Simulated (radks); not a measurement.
The numbers below are computed, except where a source is named.
Question: Ionisation of Co10+, [Ne] 3s2 3p5, to Co11+, [Ne] 3s2 3p4, under several functionals. Non-relativistic Kohn-Sham, spin-polarised, spherical densities, point nucleus; open shells are filled with parallel spins first; a radial shooting solver on a logarithmic mesh with Libxc functionals. Known Delta-SCF values: MS2 meta-GGA 304.99 eV; RPBE 304.91 eV; exchange-only LDA 302.61 eV. What does PBEsol give, and what is its highest occupied eigenvalue?

Answer: 304.82 eV by Delta-SCF; the 3p eigenvalue is -289.85 eV. NIST: 305.3 eV (semi-empirical).
